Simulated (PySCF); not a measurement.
1-chloro-2-fluorocyclobutene (C4H4ClF), SMILES FC1=C(Cl)CC1. Atoms are numbered in the order given.

```xyz
10

F     -1.7740     1.1239     0.0000
C     -0.4881     0.8600     0.0000
C      0.2390    -0.2641     0.0000
Cl    -0.1107    -1.9309     0.0000
C      1.5479     0.4831     0.0000
C      0.6864     1.7865     0.0000
H      2.1673     0.3455     0.8997
H      2.1673     0.3455    -0.8997
H      0.8008     2.4128    -0.8990
H      0.8008     2.4128     0.8990
```
Charge 0, spin multiplicity 1.

Coordinates come from a PBE0-D3(BJ)/def2-SVP optimisation.

Two levels are set side by side: PBE/pcSseg-1 (PySCF) and B3LYP/pcSseg-1 (PySCF). GIAO shifts against CFCl3 (¹⁹F), HCl (³⁵Cl), TMS (¹H), TMS (¹³C) at the same level; non-relativistic, no solvent, atoms listed together averaged. Without spin–orbit terms, shifts of atoms bonded to Cl or Br come out too high at both levels. Differences are taken from unrounded values.

```tsv
quantity	B3LYP
δ(¹⁹F) of F1 (ppm)	-103.5
δ(¹³C) of C2 (ppm)	158.1
δ(¹³C) of C3 (ppm)	111.1
δ(³⁵Cl) of Cl4 (ppm)	193.3
δ(¹³C) of C5 (ppm)	30.8
δ(¹³C) of C6 (ppm)	34.1
δ(¹H) of H7, H8 (ppm)	2.45
δ(¹H) of H9, H10 (ppm)	2.89
```

Question: What does PBE give, and how far is it from B3LYP? (An estimate is asked for; the answer gives what the named calculation found.)

Answer: 
| quantity | PBE | PBE minus B3LYP |
|---|---|---|
| δ(¹⁹F) of F1 (ppm) | -112.7 | -9.2 |
| δ(¹³C) of C2 (ppm) | 154.3 | -3.8 |
| δ(¹³C) of C3 (ppm) | 106.9 | -4.2 |
| δ(³⁵Cl) of Cl4 (ppm) | 212.0 | 18.7 |
| δ(¹³C) of C5 (ppm) | 31.2 | 0.5 |
| δ(¹³C) of C6 (ppm) | 34.8 | 0.7 |
| δ(¹H) of H7, H8 (ppm) | 2.45 | 0.00 |
| δ(¹H) of H9, H10 (ppm) | 2.91 | 0.03 |

Rough cost on one machine, each run with all the roots and properties that it gave: B3LYP against PBE within a factor of 2.
